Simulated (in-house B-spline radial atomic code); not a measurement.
Sb7+: [Kr] 4d8

All numbers are computed (Dirac-Kohn-Sham HSE06, spherical fractional occupations; Fermi nucleus of rms radius 4.6802 fm) with a radial B-spline atomic code at the basis-set limit, not measured.

Z_r = [3n² - l(l+1)]/(2<r>); Z_e = n√(-2ε); the last column is Slater's effective charge. Values are occupation-weighted means over j. An effective charge above Z reflects the relativistic contraction of the inner shells.

| shell | electrons | ε (eV) | <r> (bohr) | Z_r | Z_e | Slater |
| --- | --- | --- | --- | --- | --- | --- |
| 1s | 2 | -30487 | 0.02842 | 52.78 | 47.34 | 50.70 |
| 2s | 2 | -4752.9 | 0.1222 | 49.12 | 37.38 | 46.85 |
| 2p | 6 | -4281.9 | 0.1069 | 46.76 | 35.48 | 46.85 |
| 3s | 2 | -1027.3 | 0.3295 | 40.97 | 26.07 | 39.75 |
| 3p | 6 | -871.97 | 0.3277 | 38.14 | 24.02 | 39.75 |
| 3d | 10 | -632.29 | 0.3048 | 34.45 | 20.45 | 29.85 |
| 4s | 2 | -257.15 | 0.7803 | 30.76 | 17.39 | 23.25 |
| 4p | 6 | -207.84 | 0.8321 | 27.64 | 15.63 | 23.25 |
| 4d | 8 | -133.29 | 0.9516 | 22.07 | 12.52 | 12.55 |

The least bound orbital is 4d5/2 at -132.7 eV, and it is also the most diffuse (<r> = 0.9552 bohr).

Spin-orbit splittings of the orbital energies (j = l + 1/2 above j = l - 1/2 when positive): 2p 252.1 eV, 3p 46.93 eV, 3d 9.721 eV, 4p 9.087 eV, 4d 1.444 eV.

For the 1s electron the small component carries 3.52 % of the norm, the zero-frequency Breit interaction raises the level by 72.24 eV, self-energy by 41.08 eV, and vacuum polarisation lowers it by 5.494 eV.

The density falls to 0.001 bohr⁻³ at 2.388 bohr; Σ<r²> = 16.684 bohr² gives, by the non-relativistic formula and without the paramagnetism of open shells, a Langevin diamagnetic susceptibility of -13.21×10⁻⁶ cm³/mol.

Caution: exact exchange at fractional occupations of open shells leaves self-interaction of up to several eV.
